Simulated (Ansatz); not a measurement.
Consider the ligand exchange at the Al–Se bond: `[Cl][Al]([Cl])[SeH]` + H–F → `[F][Al]([Cl])[Cl]` + H₂Se.

Isolated molecules relaxed with PBE0-D4/def2-TZVP in Ansatz; ΔE leaves out vibrations. CCSD(T)/CBS adds triple-zeta CCSD(T) − MP2 to the extrapolated MP2 energy (def2 sets, frozen cores). This one scheme is used for every species. DFT in def2-TZVPP. For Se outer-core shells are correlated without core-valence functions, which leaves a few kJ/mol of doubt a bond. Scalar relativity is left out up to krypton. One conformer a species, not always the lowest.

`[Cl][Al]([Cl])[SeH]`:

Cartesian coordinates in Å:
```
Cl 0.576 1.221 -1.709
Al -0.480 0.237 -0.211
Cl -2.543 0.461 -0.087
Se 0.576 -1.098 1.321
H 1.872 -0.821 0.686
```

H–F:

Cartesian coordinates in Å:
```
F 0.229 0.347 -0.197
H -0.229 -0.347 0.197
```

`[F][Al]([Cl])[Cl]`:

Cartesian coordinates in Å:
```
F -0.190 -1.719 0.009
Al -0.011 -0.096 0.000
Cl -1.323 1.071 1.085
Cl 1.525 0.744 -1.095
```

H₂Se:

Z-matrix (Å, degrees):
```
Se
H 1 1.467
H 1 1.467 2 91.2
```

```csv
level,ΔE (kJ/mol)
PBE0-D4,-45.3
r2SCANh-D4,-56.2
r2SCAN0-D4,-53.9
BHLYP,-67.9
```

(1) What does CCSD(T)/CBS give? (Estimate.)

(2) What do rigid-rotor, harmonic-oscillator terms from PBE0-D4/def2-TZVP frequencies (298.15 K, 1 bar) make of the CCSD(T)/CBS value? (Estimate.)

Largest T1 diagnostic among the species: 0.010.

Answers

(1) The calculation gave: -52.1 kJ/mol. The listed levels differ from it by 6.8, -4.1, -1.8, -15.8 kJ/mol.

(2) Ansatz gave: ΔZPE = -4.7 kJ/mol, ΔH = -58.7 kJ/mol, ΔS = 4 J/(mol·K), ΔG = -59.9 kJ/mol.

At CCSD(T), def2-SVP lies −15.8 kJ/mol from the extrapolated value and def2-TZVPP −4.1 kJ/mol. Leaving LDA and LC-ωPBE aside and taking each functional with its dispersion term where it has one, the values, not all of them listed here, spread over 22.5 kJ/mol, from B97M-V to HSE06-D4. In def2-TZVPP, CCSD(T) changes the Hartree–Fock value by +13.8 kJ/mol (the triples alone add +3.2 kJ/mol) and MP2 by +19.0 kJ/mol.
